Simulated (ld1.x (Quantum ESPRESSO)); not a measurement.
**tantalum: excitation energies, all-electron against TM**

Ta (Z = 73), norm-conserving Troullier–Martins (Kleinman–Bylander form), made with ld1.x (Quantum ESPRESSO) 7.5 (PBEsol, scalar-relativistic). Core [Xe], reference 4f14 5d3 6s2 6p0. Waves: 6s (bound): rc 2.25 bohr; 6p (bound, empty): rc 3.70 bohr; 5d (bound): rc 1.70 bohr; 4f (bound): rc 1.10 bohr. Local part: all-electron potential smoothed inside 3.70 bohr (lloc = -2). Core correction: none.

Energies are relative to the spin-unpolarised reference configuration 4f14 5d3 6s2 6p0; without spin polarisation the order of configurations can differ from experiment.

```csv
valence configuration,charge,ΔE all-electron (eV),error AE − PS (meV)
4f14 5d3 6s0 6p0,+2,23.481,-17
4f14 5d2 6s0 6p0,+3,47.092,-67
4f14 5d1 6s0 6p0,+4,82.129,-23
4f13 5d4 6s1 6p0,+1,33.595,-1635
4f14 5d3 6s1 6p1,0,4.222,-3.4
```

Q: What are ΔE and the potential's error for 4f13 5d3 6s2 6p0?

A: ΔE = 33.803 eV all-electron; the error (AE − PS) is -2325 meV.

Q: What are ΔE and the potential's error for 4f14 5d3 6s1 6p0?

A: ΔE = 8.505 eV all-electron; the error (AE − PS) is -12 meV.

Levels in the configuration 4f14 5d3 6s0 6p0:

| level | all-electron (eV) | pseudo (eV) |
| --- | --- | --- |
| 4f | -40.297 | -40.149 |
| 5d | -18.324 | -18.350 |

These tests converged, but a pseudo level misses the all-electron one widely, so the file describes the atom poorly there or has found another state: 4f13 5d3 6s2 6p0: 4f by 4.9 eV (a node warning on the way); 4f13 5d4 6s1 6p0: 4f by 4.0 eV. ld1.x printed “convergence not achieved” for 4 of the counted tests; their residual had stalled under 1e-8, short of the target of 1e-14.
